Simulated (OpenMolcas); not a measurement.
Tc5+ (d2) in a complex was computed by SS-CASPT2, IPEA 0.25 Eh, imaginary shift 0.1 Eh with the d shell active (OpenMolcas, ANO-RCC-VDZP on the metal). Its lowest spin-free states, and all those of the highest spin:

```csv
2S+1,Degeneracy,E (cm-1)
3,1,0
1,2,7150
1,1,14250
3,3,17350
3,3,21620
1,3,22580
1,3,24760
3,3,37680
1,2,40520
1,3,42190
1,1,50330
```

**Question.** Is the site octahedral, tetrahedral or cube-like, axial, or of lower symmetry?

**Answer.** The states with 2S+1 = 3 have orbital degeneracies 1, 3, 3, 3. Threefold states need a cubic site. For d2 at this spin an octahedron puts the threefold T1 below the threefold T2 and a tetrahedron or cube puts the single A2 below the threefold T2, so the site is a tetrahedron or a cube, which this pattern cannot tell apart. The first gap at this spin, 17400 cm-1, is |10Dq| in ligand-field theory. The run had Tc5+ with 4 ligands (fluoride) in tetrahedral coordination (Td) at 1.78 Å. Ligand basis ANO-RCC-VDZP.

Roots that are degenerate in the reference are averaged as groups; the widest CASPT2 spread within a group is 860 cm-1 (the 3-fold group of multiplicity 1 near 24800 cm-1 above the lowest state of its run). Shifts and gaps below about the spread of the groups concerned are not significant. Over all roots computed the reference weight is 0.69 to 0.72; a low but even weight reflects the number of correlated electrons. The least metal-like active orbital is 68 % on the metal (Löwdin) and no ligand orbital is active, so the numbers are rough. Ligand-to-metal charge-transfer states are missing. These CASPT2 states fit no ligand-field parameters well, so their order and spin gaps are uncertain. With no ligand orbital active B as a rule stays too high, so bands that hang on it stand too high and its fall with covalency is understated. With one d shell and no ligand orbital active, 10Dq can be off by a tenth or more. No measured value stands beside these numbers; the geometry was imposed, not optimised, and the real ion may take another.
